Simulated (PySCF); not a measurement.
Below is a simulated gas-phase C 1s photoelectron spectrum of `[GeH2]([AsH2])[CH2]CC`.

Every computed line was given a Gaussian of 0.5 eV full width at half maximum and an area set by the number of equivalent atoms; the highest printed point is 100. Method: delta-SCF UKS SCAN, pcX-2 on the ionised atom, pcseg-1 elsewhere, spin-free X2C (PySCF 2.14.0).

binding energy (eV), intensity and a bar:
```
    289.4          0 
    289.5          1 
    289.6          2 #
    289.7          7 ##
    289.8         16 #####
    289.9         29 #########
    290.0         43 #############
    290.1         55 ################
    290.2         62 ###################
    290.3         70 #####################
    290.4         82 #########################
    290.5         95 #############################
    290.6        100 ##############################
    290.7         88 ###########################
    290.8         64 ###################
    290.9         38 ###########
    291.0         18 #####
    291.1          7 ##
    291.2          2 #
    291.3          1
```

Task: Count the maxima, the lines and the sites behind this envelope.

Result: The curve has 1 maximum (at 290.6 eV). Under it lie 3 lines from 3 inequivalent carbon sites. At this width some lines have no maximum of their own.

Task: Decompose the envelope and assign each component. Numbering: `[CH3:1][CH2:2][CH2:3][GeH2:4][AsH2:5]`.

Result: 
```
position (eV)  relative area  line  atoms                    environment
       290.12              1  C 1s     C3  sp3 carbon bound to germanium
       290.57              1  C 1s     C1                  methyl carbon
       290.64              1  C 1s     C2               chain CH2 carbon
```

Task: What are the centre and the root-mean-square width of the whole band?

Result: The area-weighted mean of the lines is 290.44 eV. Their own spread about it is 0.23 eV (rms) and each Gaussian has σ = 0.5/2.355 = 0.21 eV; the variances add, which gives 0.31 eV.

Lowest listed C 1s: C3, bonded to C, 2 H and Ge. Highest, 0.52 eV above it: C2, bonded to 2 C and 2 H.

No satellites, vibrations or lifetime broadening are included. Geometry: PBE0-D3(BJ)/def2-SVP, one conformer, isolated molecule.

Hardware: one thread, Intel Xeon Platinum 8488C (x86_64) (shared host). Cost: 54 s of wall time, 0.61 GiB resident at most.

Shape of the structure used: `[CH3:1][CH2:2][CH2:3][GeH2:4][AsH2:5]`: C1–C2–C3–Ge4 -62°, C2–C3–Ge4–As5 -45°, H–As5–Ge4–C3 174°, H–As5–Ge4–C3 81°.
